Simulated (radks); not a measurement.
The mean radii <r> (bohr) of the occupied orbitals of an atom or ion are listed with their occupations. Method: scalar-relativistic Kohn-Sham, BLYP, spin-polarised, spherical densities, finite nucleus; Fermi nuclear charge, rms radius of each element as measured or else 0.836 A^(1/3) + 0.57 fm; computed with a radial shooting solver on a logarithmic mesh with Libxc functionals.

orbital  occ.      <r>
1s up       1  0.04860
1s down     1  0.04860
2s up       1   0.2179
2s down     1   0.2178
2p up       3   0.1908
2p down     3   0.1907
3s up       1   0.6422
3s down     1   0.6437
3p up       3   0.6633
3p down     3   0.6654
3d up       5   0.7276
3d down     3   0.7335
4s up       1    2.026
4s down     1    2.055
4p up       3    2.595

Name the element and its charge. Open shells, if any, are filled with parallel spins first.

Answer. Z = 31, gallium, charge 0: Ga in [Ar] 3d8 4s2 4p3. The 1s radius gives Z: for a bare nucleus <r> = (2 gamma + 1)/(2Z) with gamma = sqrt(1 - (Z/c)^2), 0.04755 bohr for Z = 31, and screening makes it slightly larger (0.04860 here). The occupations add up to 31, and the charge is Z minus that.
